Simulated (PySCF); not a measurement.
C₂H₆N (SMILES CC[NH-]), charge -1, singlet, geometry from GFN2-xTB (in this run its highest filled SCF level lies above zero, so its values depend strongly on the basis, on diffuse functions most of all); PBE/6-311G** run with PySCF.

The PySCF input:
```python
from pyscf import gto, scf, dft

mol = gto.Mole()
mol.atom = '''
    C     1.191191   -0.382927    0.007172
    C    -0.131227    0.521680    0.020645
    N    -1.347911   -0.107551    0.083890
    H     2.099467    0.229158    0.017145
    H     1.194065   -1.037068    0.879195
    H     1.200633   -1.006310   -0.888497
    H     0.068229    1.238652   -0.896924
    H    -0.027302    1.178907    0.908696
    H    -1.459500   -0.683001   -0.773743
'''
mol.basis = '6-311g**'
mol.charge = -1
mol.spin = 0
mol.verbose = 4
mol.build()

mf = dft.RKS(mol)
mf.xc = 'pbe'
mf.grids.atom_grid = (99, 590)
mf.grids.prune = None
mf.kernel()
```

The log (banner, timings and long lists left out):

```
PySCF version 2.14.0

[INPUT] verbose = 4
[INPUT] num. atoms = 9
[INPUT] num. electrons = 26
[INPUT] charge = -1
[INPUT] spin (= nelec alpha-beta = 2S) = 0
[INPUT] symmetry False subgroup None
[INPUT] Mole.unit = angstrom
[INPUT] Symbol           X                Y                Z      unit          X                Y                Z       unit  Magmom
[INPUT]  1 C      1.191191000000  -0.382927000000   0.007172000000 AA    2.251024752047  -0.723627155701   0.013553115765 Bohr   0.0
[INPUT]  2 C     -0.131227000000   0.521680000000   0.020645000000 AA   -0.247983090148   0.985832324663   0.039013395842 Bohr   0.0
[INPUT]  3 N     -1.347911000000  -0.107551000000   0.083890000000 AA   -2.547182630289  -0.203241934423   0.158529124590 Bohr   0.0
[INPUT]  4 H      2.099467000000   0.229158000000   0.017145000000 AA    3.967417637562   0.433045859253   0.032399354406 Bohr   0.0
[INPUT]  5 H      1.194065000000  -1.037068000000   0.879195000000 AA    2.256455824929  -1.959774492550   1.661437760087 Bohr   0.0
[INPUT]  6 H      1.200633000000  -1.006310000000  -0.888497000000 AA    2.268867546115  -1.901650296411  -1.679015992498 Bohr   0.0
[INPUT]  7 H      0.068229000000   1.238652000000  -0.896924000000 AA    0.128934123753   2.340713043645  -1.694940714549 Bohr   0.0
[INPUT]  8 H     -0.027302000000   1.178907000000   0.908696000000 AA   -0.051593302653   2.227811356333   1.717186570488 Bohr   0.0
[INPUT]  9 H     -1.459500000000  -0.683001000000  -0.773743000000 AA   -2.758055278803  -1.290684832804  -1.462162360799 Bohr   0.0

nuclear repulsion = 75.0694186820111
number of shells = 48
number of NR pGTOs = 141
number of NR cGTOs = 90
basis = 6-311g**
ecp = {}

******** <class 'pyscf.dft.rks.RKS'> ********
method = RKS
initial guess = minao
damping factor = 0
level_shift factor = 0
DIIS = <class 'pyscf.scf.diis.CDIIS'>
diis_start_cycle = 1
diis_space = 8
diis_damp = 0
SCF conv_tol = 1e-09
SCF conv_tol_grad = None
SCF max_cycles = 50
direct_scf = True
direct_scf_tol = 1e-13
XC library pyscf.dft.libxc version 7.1.2
    S. Lehtola, C. Steigemann, M. J. T. Oliveira, and M. A. L. Marques,  SoftwareX 7, 1–5 (2018)
XC functionals = pbe
    J. P. Perdew, K. Burke, and M. Ernzerhof,  Phys. Rev. Lett. 77, 3865 (1996)
    J. P. Perdew, K. Burke, and M. Ernzerhof,  Phys. Rev. Lett. 78, 1396 (1997)
    J. P. Perdew, K. Burke, and M. Ernzerhof,  Phys. Rev. Lett. 77, 3865 (1996)
    J. P. Perdew, K. Burke, and M. Ernzerhof,  Phys. Rev. Lett. 78, 1396 (1997)
radial grids:
    Treutler-Ahlrichs [JCP 102, 346 (1995); DOI:10.1063/1.469408] (M4) radial grids

becke partition: Becke, JCP 88, 2547 (1988); DOI:10.1063/1.454033
pruning grids: None
grids dens level: 3
symmetrized grids: False
atomic radii adjust function: <function treutler_atomic_radii_adjust>
User specified grid scheme (99, 590)
small_rho_cutoff = 0
Set gradient conv threshold to 3.16228e-05
Initial guess from minao.
tot grids = 525696
init E= -134.301774466551
  HOMO = -0.239015032405383  LUMO = -0.00281111868004302  gap/eV = 6.42744
cycle= 1 E= -134.153221776785  delta_E= 0.149  |g|= 0.851  |ddm|= 2.11
  HOMO = 0.268575000329644  LUMO = 0.283980684060186  gap/eV = 0.41921
cycle= 2 E= -130.910619970022  delta_E= 3.24  |g|= 2.77  |ddm|= 18.3
  HOMO = 0.0861324239091275  LUMO = 0.222384749413511  gap/eV = 3.70761
cycle= 3 E= -134.285668678908  delta_E= -3.38  |g|= 0.49  |ddm|= 18.1
  HOMO = 0.114274566141702  LUMO = 0.201019906840507  gap/eV = 2.36046
cycle= 4 E= -134.336010537485  delta_E= -0.0503  |g|= 0.306  |ddm|= 1.27
  HOMO = 0.119456559705093  LUMO = 0.207846852156889  gap/eV = 2.40522
cycle= 5 E= -134.35733122653  delta_E= -0.0213  |g|= 0.0469  |ddm|= 0.265
  HOMO = 0.116050767624614  LUMO = 0.209612451391479  gap/eV = 2.54594
cycle= 6 E= -134.358058322734  delta_E= -0.000727  |g|= 0.017  |ddm|= 0.164
  HOMO = 0.11549476101024  LUMO = 0.209681300370334  gap/eV = 2.56295
cycle= 7 E= -134.358116170626  delta_E= -5.78e-05  |g|= 0.00616  |ddm|= 0.0246
  HOMO = 0.115421301350032  LUMO = 0.209559888705258  gap/eV = 2.56164
cycle= 8 E= -134.358124988808  delta_E= -8.82e-06  |g|= 0.00132  |ddm|= 0.00812
  HOMO = 0.115456577718895  LUMO = 0.209522408146992  gap/eV = 2.55966
cycle= 9 E= -134.358125503862  delta_E= -5.15e-07  |g|= 0.000152  |ddm|= 0.00273
  HOMO = 0.115455224765633  LUMO = 0.209528623711738  gap/eV = 2.55987
cycle= 10 E= -134.358125510749  delta_E= -6.89e-09  |g|= 3.97e-05  |ddm|= 0.000331
  HOMO = 0.115453901576366  LUMO = 0.20953006415911  gap/eV = 2.55994
cycle= 11 E= -134.358125511225  delta_E= -4.76e-10  |g|= 7.39e-06  |ddm|= 0.000108
  HOMO = 0.115455205460016  LUMO = 0.209530101123973  gap/eV = 2.55991
Extra cycle  E= -134.358125511217  delta_E= 8.3e-12  |g|= 9.52e-06  |ddm|= 4.77e-05
converged SCF energy = -134.358125511217
```
